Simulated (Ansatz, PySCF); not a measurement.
The pair A = SiH4 (SMILES [SiH4]) (first 5 atoms), B = CH6Si (SMILES C[SiH3]); geometry from B3LYP-D3(BJ)/def2-TZVP.
(charge 0, multiplicity 1):
```xyz
13

Si     0.01589    -0.30159     0.19160
H     -1.17820    -0.19755     1.05936
H     -0.36600    -0.03245    -1.21293
H      0.57666    -1.66818     0.29681
H      1.03144     0.68019     0.63078
C      0.83062    -0.75784     4.03037
Si    -0.38618     0.64894     4.27898
H      0.64840    -1.28090     3.09046
H      0.74497    -1.48667     4.83851
H      1.85697    -0.38697     4.01738
H     -0.21720     1.68482     3.23246
H     -0.17098     1.28528     5.60184
H     -1.78134     0.14953     4.22216
```

Correlated levels freeze the cores.

The values were computed with Ansatz (Gaussian basis) for Hartree–Fock, density functionals and correlated methods; PySCF for the dispersion terms. Each number belongs to the level named beside it.

The monomers are drawn apart, rigid, along the line of their centres of mass. Counterpoise-corrected interaction energies (kcal/mol):

```tsv
level	R = 5.289 Å	R = 6.538 Å
PBE-D3(BJ)/def2-TZVPPD	-0.5545	-0.1298
wB97M-V/def2-TZVPPD	-0.3639	-0.0977
CCSD(T)/aug-cc-pV(D+d)Z	-0.3461	-0.0906
```

Problem. R is the distance of the centres of mass. Find the local exponent m of E ∝ R⁻ᵐ between the two points.

Solution. 
m = ln(E₁/E₂)/ln(R₂/R₁): PBE-D3(BJ)/def2-TZVPPD 6.8; wB97M-V/def2-TZVPPD 6.2; CCSD(T)/aug-cc-pV(D+d)Z 6.3. For scale, two fixed dipoles give m = 3, dipole and quadrupole 4, quadrupoles 5, and dispersion or dipole-induced dipole 6 at long range; at these distances several terms mix, and what is left of overlap and damping shifts m, so it need not match one of them.

Ansatz is a program for electronic structure.
